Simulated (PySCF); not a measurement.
This PySCF input asks for the NMR shieldings of SMILES CCC(=O)/C(C)=N/[SiH2]O[SiH3], C5H13NO2Si2; the geometry comes from GFN2-xTB.

```python
import basis_set_exchange as bse
import numpy as np
from pyscf import gto, dft
from pyscf.prop import nmr

atoms = """
C    -3.392073    1.196672   -0.341878
C    -2.093644    0.594320    0.173189
C    -1.478843   -0.365440   -0.807304
O    -1.918364   -0.588216   -1.909094
C    -0.217624   -1.050547   -0.314239
C     0.064190   -2.374509   -0.949483
N     0.471316   -0.464802    0.556669
Si    1.944813   -0.753778    1.393544
O     2.959618    0.429293    0.950780
Si    3.351088    1.868751    0.327027
H    -3.813878    1.881238    0.389488
H    -4.115374    0.410866   -0.544139
H    -3.216249    1.736507   -1.267871
H    -1.344830    1.363064    0.373705
H    -2.252378    0.067082    1.114539
H    -0.316951   -2.375134   -1.969035
H    -0.456084   -3.153370   -0.392739
H     1.128011   -2.590454   -0.932765
H     1.562875   -0.573268    2.790364
H     2.719713   -1.969142    1.143700
H     2.782727    1.974773   -1.015374
H     4.810983    1.853029    0.311063
H     2.816207    2.910049    1.202868
"""
names = dict.fromkeys(["C", "O", "N", "Si", "H"], "pcSseg-1")
basis = {el: gto.basis.parse(bse.get_basis(n, elements=[el], fmt="nwchem")) for el, n in names.items()}
mol = gto.M(atom=atoms, basis=basis, charge=0, verbose=0)
mf = dft.RKS(mol, xc="PBE0")
mf.grids.level = 2
mf.grids.alignment = dft.numint.BLKSIZE   # the property module wants whole blocks of grid points
mf.conv_tol = 1e-9
mf.kernel()

calc = nmr.RKS(mf)   # GIAO
C = mf.mo_coeff
Co = C[:, mf.mo_occ > 0]
resp = mf.gen_response(singlet=True, hermi=2)
def vind(x):   # induced exchange potential for any number of trial vectors
    d = np.einsum("pi,xij,qj->xpq", C, 2 * x.reshape(-1, C.shape[1], Co.shape[1]), Co, optimize=True)
    return np.einsum("xpq,pi,qj->xij", resp(d - d.transpose(0, 2, 1)), C, Co, optimize=True).ravel()
mo1, _ = nmr.rhf.solve_mo1(calc, with_cphf=vind)
sigma = calc.kernel(mo1)
for i, s in enumerate(sigma):   # ppm
    w = np.linalg.eigvalsh((s + s.T) / 2)
    print("%2d %-2s iso %8.1f  s11 %8.1f  s22 %8.1f  s33 %8.1f" % (i, mol.atom_pure_symbol(i), w.mean(), *w))
```

Task: What does it print?

Result: 
```
 0 C  iso    177.7  s11    174.0  s22    175.1  s33    184.0
 1 C  iso    151.9  s11    130.4  s22    153.8  s33    171.4
 2 C  iso    -24.3  s11   -120.8  s22    -43.2  s33     90.9
 3 O  iso   -321.9  s11   -903.1  s22   -440.1  s33    377.6
 4 C  iso      2.7  s11    -93.8  s22    -11.7  s33    113.7
 5 C  iso    164.5  s11    144.2  s22    162.1  s33    187.1
 6 N  iso   -111.6  s11   -434.8  s22   -134.6  s33    234.6
 7 Si iso    396.2  s11    371.8  s22    390.6  s33    426.2
 8 O  iso    318.3  s11    251.8  s22    320.2  s33    382.9
 9 Si iso    393.7  s11    357.5  s22    361.4  s33    462.2
10 H  iso     30.7  s11     25.9  s22     28.7  s33     37.7
11 H  iso     30.6  s11     26.6  s22     28.4  s33     36.9
12 H  iso     30.5  s11     26.6  s22     28.1  s33     36.7
13 H  iso     28.1  s11     21.7  s22     28.4  s33     34.2
14 H  iso     29.3  s11     24.8  s22     30.1  s33     33.1
15 H  iso     28.0  s11     23.1  s22     28.2  s33     32.9
16 H  iso     30.2  s11     27.3  s22     27.8  s33     35.4
17 H  iso     29.9  s11     25.6  s22     30.2  s33     34.0
18 H  iso     26.3  s11     23.6  s22     24.1  s33     31.1
19 H  iso     26.0  s11     22.7  s22     24.7  s33     30.7
20 H  iso     26.8  s11     23.1  s22     26.2  s33     31.0
21 H  iso     26.6  s11     23.0  s22     24.9  s33     31.9
22 H  iso     26.5  s11     23.5  s22     24.8  s33     31.3
```

These numbers come from an equivalent density-fitted implementation of the same equations, which agrees with the script to about 0.01 ppm for H and up to a few tenths of a ppm for heavy atoms, so last digits may differ.

Size and cost of the density-fitted run: 249 basis functions, 77 s wall time on 1 thread of an Arm Neoverse V2, shared host; peak memory 1.1 GiB.
